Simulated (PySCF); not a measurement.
Interval between two levels of Sn³⁺ by level of theory

Sn³⁺ [Kr] 4d10 5s1 [2S1/2, M_J = 1/2] → Sn³⁺ [Kr] 4d9 5s1 5p1 [4F9/2, M_J = 9/2], as a difference of total energies. Computed with PySCF 2.14 in x2c-SVPall-2c with one added diffuse shell each of s, p type (7s9p4d, 54 functions), with the two-component X2C-1e Hamiltonian. Correlated levels: [Ar] 3d10 frozen; the 6 highest virtual spinors dropped. "Screened" scales the spin-orbit matrix elements by Boettger's factors to mimic the two-electron term; Breit and QED terms are absent.

| method | interval between two levels (cm⁻¹) |
| --- | --- |
| GHF (spin-free) | 234440 |
| GMP2 (spin-free) | 235420 |
| GHF (screened spin-orbit) | 233300 |
| GMP2 (screened spin-orbit) | 234250 |

The labels give the starting determinants; with spin-orbit coupling the two ends relaxed to ⟨J²⟩ = 0.75, ⟨L²⟩ = 0.02, ⟨S²⟩ = 0.77 and ⟨J²⟩ = 24.76, ⟨L²⟩ = 12.02, ⟨S²⟩ = 3.77.
